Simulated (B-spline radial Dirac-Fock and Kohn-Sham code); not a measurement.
# Elastic electron scattering at 20 keV, Ho to Tl

Model: relativistic (Dirac) partial waves in the static field of the Dirac-Fock atom with Furness-McCarthy exchange, without polarisation or absorption potentials. Program: a radial B-spline solver. σ_tr1 and σ_tr2 weight the cross section with 1 − P₁ and 1 − P₂ of cos θ; "backward" is the share scattered beyond 90°.

```
 Z  element  σ (a₀²)  σ_tr1 (a₀²)  σ_tr2 (a₀²)  backward (%)  dσ/dΩ at 90° (a₀²/sr)
67       Ho     2.02       0.0468       0.0903          0.53                0.00241
68       Er     1.99       0.0478       0.0917          0.56                0.00246
69       Tm     1.96       0.0488       0.0931          0.58                0.00251
70       Yb     1.93       0.0498       0.0945          0.61                0.00256
71       Lu     1.98       0.0508       0.0959          0.62                0.00261
72       Hf     2.00       0.0519       0.0974          0.63                0.00265
73       Ta     2.02       0.0529       0.0989          0.64                0.00269
74        W     2.03       0.0540        0.100          0.66                0.00274
75       Re     2.03       0.0550        0.102          0.67                0.00277
76       Os     2.03       0.0561        0.103          0.69                0.00281
77       Ir     2.03       0.0572        0.105          0.71                0.00284
78       Pt     1.96       0.0582        0.106          0.76                0.00288
79       Au     1.96       0.0593        0.107          0.78                0.00291
80       Hg     2.01       0.0604        0.109          0.78                0.00293
81       Tl     2.13       0.0614        0.110          0.75                0.00296
```

Values without a named source are computed, but for edge energies of neutral atoms, which are taken from tables.
